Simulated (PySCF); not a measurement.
Geometry:
```json
{"atom": "Tc1", "x (Å)": "0.012", "y (Å)": "0.025", "z (Å)": "0.011"}
{"atom": "O2", "x (Å)": "0.026", "y (Å)": "0.010", "z (Å)": "1.667"}
{"atom": "O3", "x (Å)": "1.571", "y (Å)": "0.059", "z (Å)": "-0.547"}
{"atom": "O4", "x (Å)": "-0.787", "y (Å)": "1.376", "z (Å)": "-0.518"}
{"atom": "F5", "x (Å)": "-0.821", "y (Å)": "-1.470", "z (Å)": "-0.614"}
```

Geometry: PBE0-D3(BJ)/def2-SVP; GIAO absolute shieldings from PySCF 2.14, gas phase, scalar relativity only through the core potential, averaged over equivalent atoms.

At PBE0/pcSseg-1 (def2-TZVP on Tc) (108 basis functions, 4.9 s wall time on 1 thread of an Arm Neoverse V2, shared host):
```json
{"atoms": "O2/O3/O4", "σ (ppm)": "-795.6"}
{"atoms": "F5", "σ (ppm)": "172.7"}
```

Predict the values at wB97X-D/pcSseg-1 (def2-TZVP on Tc) on the same geometry.

Results:


```tsv
atoms	σ at wB97X-D/pcSseg-1 (def2-TZVP on Tc)	change
O2/O3/O4	-809.9	-14.3
F5	202.3	+29.6
```

The largest change is at F5 (fluorine bonded to Tc). Cost: 108 basis functions, 6.2 s wall time on 1 thread of an Arm Neoverse V2, shared host.

Tc is described by an effective core potential, so it has no shielding of its own here; spin–orbit effects on the atoms bonded to it, which can be large, are absent, and the values of these neighbours are rough.
